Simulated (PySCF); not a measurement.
## Frontier orbitals and the lowest excitations

4-bromobenzyl alcohol, C₇H₇BrO.
Geometry (PBE0-D3(BJ)/def2-SVP, Å), atoms numbered from 1 in this order:
```xyz
16
C7H7BrO angstrom
O     -2.960    1.067   -1.259
C     -2.652   -0.031   -0.451
C     -1.162   -0.139   -0.271
C     -0.623   -1.149    0.531
C      0.752   -1.267    0.707
C      1.600   -0.360    0.071
Br     3.468   -0.511    0.304
C      1.084    0.653   -0.732
C     -0.296    0.757   -0.898
H     -3.915    1.133   -1.335
H     -3.120    0.051    0.551
H     -3.019   -0.981   -0.891
H     -1.285   -1.861    1.032
H      1.167   -2.057    1.334
H      1.757    1.357   -1.225
H     -0.719    1.546   -1.522
```

The calculation used TDDFT B3LYP/def2-SVPD, vertical, gas phase, core orbitals frozen in the response in PySCF 2.14.0, density-fitted response routines. The B3LYP/def2-SVPD calculation is non-relativistic and has no spin–orbit coupling, an omission that weighs most on bromine.

Frontier orbitals with the atoms that hold most of them (Löwdin shares over 4%, at most four atoms; ? is withheld):

| orbital | ε (eV) | atoms |
| --- | --- | --- |
| HOMO-3 | -8.13 | O1 44%, Br7 17%, C2 12%, H12 6% |
| HOMO-2 | -7.94 | Br7 84%, C6 9% |
| HOMO-1 | -7.35 | ? |
| HOMO | ? | Br7 29%, C6 17%, C3 16%, C8 8% |
| LUMO | -0.80 | ? |
| LUMO+1 | -0.64 | C5 21%, C9 20%, C6 16%, C3 14% |
| LUMO+2 | -0.22 | Br7 53%, C6 19% |

Question: Give the leading atoms of the LUMO.

Answer: C8 (bonded to 2 C and H) 21%; C4 (bonded to 2 C and H) 21%; C3 (bonded to 3 C) 14%; C6 (bonded to Br and 2 C) 13%.

Question: Give the leading atoms of the HOMO-1.

Answer: C5 (bonded to 2 C and H) 22%; C4 (bonded to 2 C and H) 20%; C9 (bonded to 2 C and H) 20%; C8 (bonded to 2 C and H) 19%.

Question: What is the HOMO energy, and the HOMO–LUMO gap?

Answer: ε(HOMO) = -6.60 eV; the gap is 5.79 eV (0.2128 hartree).

Question: The HOMO–LUMO gap is 5.79 eV. Where does the response calculation put the lowest singlet, and from which orbitals?

Answer: S1 is at 4.99 eV (f = 0.0080), 0.80 eV below the gap, made of HOMO→LUMO (50%), HOMO→LUMO+1 (27%), HOMO-1→LUMO+1 (12%). Without the coupling terms of the response equations the lowest excitation would equal the gap.

Next come S2 at 5.35 eV (f 0.0003), HOMO→LUMO+2 (93%); S3 at 5.48 eV (f 0.209), HOMO→LUMO+1 (50%), HOMO→LUMO (36%), HOMO-1→LUMO (10%); S4 at 5.92 eV (f 0.0000), HOMO→LUMO+3 (91%); S5 at 6.19 eV (f 0.0001), HOMO-1→LUMO+2 (95%).

One conformer stands for the species.
